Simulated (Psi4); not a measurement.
A run for Psi4: SAPT0/aug-cc-pVDZ on C2H8OSe (a complex), monomers drawn apart or pushed together.

```
memory 1837 MB

molecule dimer {
0 1
C     1.83532536    0.80634668    0.80194210
O     0.43781968    0.76896645    0.52308322
Se   -0.24134642   -0.88502539    0.22623493
H     2.09295559    0.17888515    1.65841008
H     2.06492450    1.84779556    1.03215612
H     2.42249826    0.48972677   -0.06533730
H     0.16878994   -0.97806809   -1.19631955
--
0 1
C    -0.10409873    0.12710597    5.02486448
H     0.15069693   -0.85280061    4.62197026
H    -0.96888706    0.03398440    5.68044841
H     0.74080647    0.51449534    5.59333116
H    -0.33604164    0.80731046    4.20703006
units angstrom
symmetry c1
no_reorient
no_com
}

set {
  basis aug-cc-pVDZ
  scf_type df
  freeze_core true
}

energy('sapt0')
```

It printed:

```
[...]
==> Input File <==

--------------------------------------------------------------------------
memory 1837 MB

molecule dimer {
0 1
C     1.83532536    0.80634668    0.80194210
O     0.43781968    0.76896645    0.52308322
Se   -0.24134642   -0.88502539    0.22623493
H     2.09295559    0.17888515    1.65841008
H     2.06492450    1.84779556    1.03215612
H     2.42249826    0.48972677   -0.06533730
H     0.16878994   -0.97806809   -1.19631955
--
0 1
C    -0.10409873    0.12710597    5.02486448
H     0.15069693   -0.85280061    4.62197026
H    -0.96888706    0.03398440    5.68044841
H     0.74080647    0.51449534    5.59333116
H    -0.33604164    0.80731046    4.20703006
units angstrom
symmetry c1
no_reorient
no_com
}

set {
  basis aug-cc-pVDZ
  scf_type df
  freeze_core true
}

energy('sapt0')
--------------------------------------------------------------------------


   => Loading Basis Set <=

    Name: AUG-CC-PVDZ
    Role: ORBITAL
    Keyword: BASIS
    atoms 1, 8      entry C          line   182 file aug-cc-pvdz.gbs
    atoms 2         entry O          line   254 file aug-cc-pvdz.gbs
    atoms 3         entry SE         line  3217 file aug-cc-pvdz.gbs
    atoms 4-7, 9-12 entry H          line    40 file aug-cc-pvdz.gbs

   => Loading Basis Set <=

    Name: AUG-CC-PVDZ
    Role: ORBITAL
    Keyword: BASIS
    atoms 1, 8      entry C          line   182 file aug-cc-pvdz.gbs
    atoms 2         entry O          line   254 file aug-cc-pvdz.gbs
    atoms 3         entry SE         line  3217 file aug-cc-pvdz.gbs
    atoms 4-7, 9-12 entry H          line    40 file aug-cc-pvdz.gbs


  //>>>>>>>>>>>>>>>>>>>>>>>>>>>>>>>>>>>//
  //              Dimer HF             //
  //<<<<<<<<<<<<<<<<<<<<<<<<<<<<<<<<<<<//

   => Libint2 <=

    Primary   basis highest AM E, G, H:  7, 6, 3
    Auxiliary basis highest AM E, G, H:  7, 7, 4
    Onebody   basis highest AM E, G, H:  -, -, -
    Solid Harmonics ordering:            Gaussian


   => Loading Basis Set <=

    Name: AUG-CC-PVDZ
    Role: ORBITAL
    Keyword: BASIS
    atoms 1, 8      entry C          line   182 file aug-cc-pvdz.gbs
    atoms 2         entry O          line   254 file aug-cc-pvdz.gbs
    atoms 3         entry SE         line  3217 file aug-cc-pvdz.gbs
    atoms 4-7, 9-12 entry H          line    40 file aug-cc-pvdz.gbs


         ---------------------------------------------------------
                                   SCF
               by Justin Turney, Rob Parrish, Andy Simmonett
                          and Daniel G. A. Smith
                              RHF Reference
                        1 Threads,   1751 MiB Core
         ---------------------------------------------------------

  ==> Geometry <==

    Molecular point group: c1
    Full point group: C1

    Geometry (in Angstrom), charge = 0, multiplicity = 1:

       Center              X                  Y                   Z               Mass
    ------------   -----------------  -----------------  -----------------  -----------------
         C            1.835325360000     0.806346680000     0.801942100000    12.000000000000
         O            0.437819680000     0.768966450000     0.523083220000    15.994914619570
         SE          -0.241346420000    -0.885025390000     0.226234930000    79.916521800000
         H            2.092955590000     0.178885150000     1.658410080000     1.007825032230
         H            2.064924500000     1.847795560000     1.032156120000     1.007825032230
         H            2.422498260000     0.489726770000    -0.065337300000     1.007825032230
         H            0.168789940000    -0.978068090000    -1.196319550000     1.007825032230
         C           -0.104098730000     0.127105970000     5.024864480000    12.000000000000
         H            0.150696930000    -0.852800610000     4.621970260000     1.007825032230
         H           -0.968887060000     0.033984400000     5.680448410000     1.007825032230
         H            0.740806470000     0.514495340000     5.593331160000     1.007825032230
         H           -0.336041640000     0.807310460000     4.207030060000     1.007825032230

  Running in c1 symmetry.

  Rotational constants: A =      0.11247  B =      0.03682  C =      0.03065 [cm^-1]
  Rotational constants: A =   3371.85160  B =   1103.82471  C =    918.96225 [MHz]
  Nuclear repulsion =  254.978510143168791

  Charge       = 0
  Multiplicity = 1
  Electrons    = 62
  Nalpha       = 31
  Nbeta        = 31

  ==> Algorithm <==

  SCF Algorithm Type is DF.
  DIIS enabled.
  MOM disabled.
  Fractional occupation disabled.
  Guess Type is SAD.
  Energy threshold   = 1.00e-08
  Density threshold  = 1.00e-08
  Integral threshold = 1.00e-12

  ==> Primary Basis <==

  Basis Set: AUG-CC-PVDZ
    Blend: AUG-CC-PVDZ
    Number of shells: 81
    Number of basis functions: 177
    Number of Cartesian functions: 186
    Spherical Harmonics?: true
    Max angular momentum: 2

   => Loading Basis Set <=

    Name: (AUG-CC-
[...]
     38.641569
     174A    126.411978   175A    126.650119   176A    126.965821
     177A    659.043420

    Final Occupation by Irrep:
              A
    DOCC [     5 ]
    NA   [     5 ]
    NB   [     5 ]

  @DF-RHF Final Energy:   -40.19967344026585

   => Energetics <=

    Nuclear Repulsion Energy =             13.4441658677994162
    One-Electron Energy =                 -79.7064621417389674
    Two-Electron Energy =                  26.0626228336737071
    Total Energy =                        -40.1996734402658475

Computation Completed


Properties will be evaluated at   0.000000,   0.000000,   0.000000 [a0]

Properties computed using the SCF density matrix


 Multipole Moments:

 ------------------------------------------------------------------------------------
     Multipole            Electronic (a.u.)      Nuclear  (a.u.)        Total (a.u.)
 ------------------------------------------------------------------------------------

 L = 1.  Multiply by 2.5417464519 to convert [e a0] to [Debye]
 Dipole X            :          1.9617956           -1.9615691            0.0002264
 Dipole Y            :         -2.3919300            2.3916854           -0.0002446
 Dipole Z            :        -94.9619851           94.9624545            0.0004694
 Magnitude           :                                                    0.0005757

 ------------------------------------------------------------------------------------

  Constructing Basis Sets for SAPT...

   => Loading Basis Set <=

    Name: (AUG-CC-PVDZ AUX)
    Role: RIFIT
    Keyword: DF_BASIS_SAPT
    atoms 1, 8      entry C          line   112 file aug-cc-pvdz-ri.gbs
    atoms 2         entry O          line   204 file aug-cc-pvdz-ri.gbs
    atoms 3         entry SE         line   900 file aug-cc-pvdz-ri.gbs
    atoms 4-7, 9-12 entry H          line    30 file aug-cc-pvdz-ri.gbs

   => Loading Basis Set <=

    Name: (AUG-CC-PVDZ AUX)
    Role: JKFIT
    Keyword: DF_BASIS_ELST
    atoms 1, 8      entry C          line   154 file aug-cc-pvdz-jkfit.gbs
    atoms 2         entry O          line   270 file aug-cc-pvdz-jkfit.gbs
    atoms 3         entry SE         line  1269 file aug-cc-pvdz-jkfit.gbs
    atoms 4-7, 9-12 entry H          line    70 file aug-cc-pvdz-jkfit.gbs


  //>>>>>>>>>>>>>>>>>>>>>>>>>>>>>>>>>>>//
  //               SAPT0               //
  //<<<<<<<<<<<<<<<<<<<<<<<<<<<<<<<<<<<//



        SAPT0
    Ed Hohenstein
     6 June 2009

      Orbital Information
  --------------------------
    NSO        =       177
    NMO        =       177
    NRI        =       530
    NRI (Elst) =       708
    NOCC A     =        26
    NOCC B     =         5
    FOCC A     =        11
    FOCC B     =         1
    NVIR A     =       151
    NVIR B     =       172

    Elst10,r            =    -0.000150335044 [Eh]
    Exch10              =     0.000091419658 [Eh]
    Exch10 (S^2)        =     0.000091413924 [Eh]

    Maxiter = 50
    CPHF R converge = 1.000000E-08

    Iter     Energy [mEh]          dE [mEh]         Residual      Time [s]
       1      -0.00369335       0.003693351     2.069089e-04             0
       2      -0.00428683       0.000593476     7.054992e-05             1
       3      -0.00432190       0.000035074     2.136092e-05             1
       4      -0.00430948      -0.000012422     7.936514e-06             1
       5      -0.00430503      -0.000004451     1.756599e-06             1
       6      -0.00430646       0.000001435     5.760340e-07             1
       7      -0.00430642      -0.000000041     2.552522e-07             1
       8      -0.00430632      -0.000000100     6.270140e-08             1
       9      -0.00430635       0.000000027     1.905659e-08             1
      10      -0.00430635      -0.000000000     6.380696e-09             1

    CHF Iterations converged

    Maxiter = 50
    CPHF R converge = 1.000000E-08

    Iter     Energy [mEh]          dE [mEh]         Residual      Time [s]
       1      -0.01813719       0.018137187     5.771449e-04             0
       2      -0.02161568       0.003478491     1.387638e-04             0
       3      -0.02169479       0.000079114     3.762949e-05             0
       4      -0.02163159      -0.000063199     8.545127e-06             0
       5      -0.02162393      -0.000007661     1.227001e-06             1
       6      -0.02162684       0.000002914     1.580789e-07             1
       7      -0.02162660      -0.000000247     2.518672e-08             1
       8      -0.02162662       0.000000025     2.738151e-09             1

    CHF Iterations converged

    Ind20,r (A<-B)      =    -0.000004306348 [Eh]
    Ind20,r (B<-A)      =    -0.000021626622 [Eh]
    Ind20,r             =    -0.000025932970 [Eh]
    Exch-Ind20,r (A<-B) =     0.000003457104 [Eh]
    Exch-Ind20,r (B<-A) =     0.000011365487 [Eh]
    Exch-Ind20,r        =     0.000014822591 [Eh]
    Disp20              =    -0.000776536189 [Eh]
    Disp20 (SS)         =    -0.000388268094 [Eh]
    Disp20 (OS)         =    -0.000388268094 [Eh]
    Exch-Disp20         =     0.000013225861 [Eh]
    Exch-Disp20 (SS)    =     0.000009298278 [Eh]
    Exch-Disp20 (OS)    =     0.000003927583 [Eh]

    SAPT Results
  --------------------------------------------------------------------------------------------------------
    Electrostatics                 -0.15033504 [mEh]      -0.09433666 [kcal/mol]      -0.39470460 [kJ/mol]
      Elst10,r                     -0.15033504 [mEh]      -0.09433666 [kcal/mol]      -0.39470460 [kJ/mol]

    Exchange                        0.09141966 [mEh]       0.05736670 [kcal/mol]       0.24002228 [kJ/mol]
      Exch10                        0.09141966 [mEh]       0.05736670 [kcal/mol]       0.24002228 [kJ/mol]
      Exch10(S^2)                   0.09141392 [mEh]       0.05736310 [kcal/mol]       0.24000722 [kJ/mol]

    Induction                      -0.01620831 [mEh]      -0.01017086 [kcal/mol]      -0.04255490 [kJ/mol]
      Ind20,r                      -0.02593297 [mEh]      -0.01627318 [kcal/mol]      -0.06808700 [kJ/mol]
      Exch-Ind20,r                  0.01482259 [mEh]       0.00930132 [kcal/mol]       0.03891671 [kJ/mol]
      delta HF,r (2)               -0.00509793 [mEh]      -0.00319900 [kcal/mol]      -0.01338460 [kJ/mol]

    Dispersion                     -0.76331033 [mEh]      -0.47898446 [kcal/mol]      -2.00407099 [kJ/mol]
      Disp20                       -0.77653619 [mEh]      -0.48728382 [kcal/mol]      -2.03879548 [kJ/mol]
      Exch-Disp20                   0.01322586 [mEh]       0.00829935 [kcal/mol]       0.03472449 [kJ/mol]
      Disp20 (SS)                  -0.38826809 [mEh]      -0.24364191 [kcal/mol]      -1.01939774 [kJ/mol]
      Disp20 (OS)                  -0.38826809 [mEh]      -0.24364191 [kcal/mol]      -1.01939774 [kJ/mol]
      Exch-Disp20 (SS)              0.00929828 [mEh]       0.00583476 [kcal/mol]       0.02441263 [kJ/mol]
      Exch-Disp20 (OS)              0.00392758 [mEh]       0.00246460 [kcal/mol]       0.01031187 [kJ/mol]

  Total HF                         -0.07512369 [mEh]      -0.04714083 [kcal/mol]      -0.19723722 [kJ/mol]
  Total SAPT0                      -0.83843402 [mEh]      -0.52612529 [kcal/mol]      -2.20130821 [kJ/mol]

  Special recipe for scaled SAPT0 (see Manual):
    Electrostatics sSAPT0          -0.15033504 [mEh]      -0.09433666 [kcal/mol]      -0.39470460 [kJ/mol]
    Exchange sSAPT0                 0.09141966 [mEh]       0.05736670 [kcal/mol]       0.24002228 [kJ/mol]
    Induction sSAPT0               -0.01620552 [mEh]      -0.01016911 [kcal/mol]      -0.04254758 [kJ/mol]
    Dispersion sSAPT0              -0.76330784 [mEh]      -0.47898290 [kcal/mol]      -2.00406445 [kJ/mol]
  Total sSAPT0                     -0.83842874 [mEh]      -0.52612198 [kcal/mol]      -2.20129436 [kJ/mol]
  --------------------------------------------------------------------------------------------------------



*** Psi4 exiting successfully. Buy a developer a beer!
```

The run finished.

Cost: very roughly 26 core-seconds.
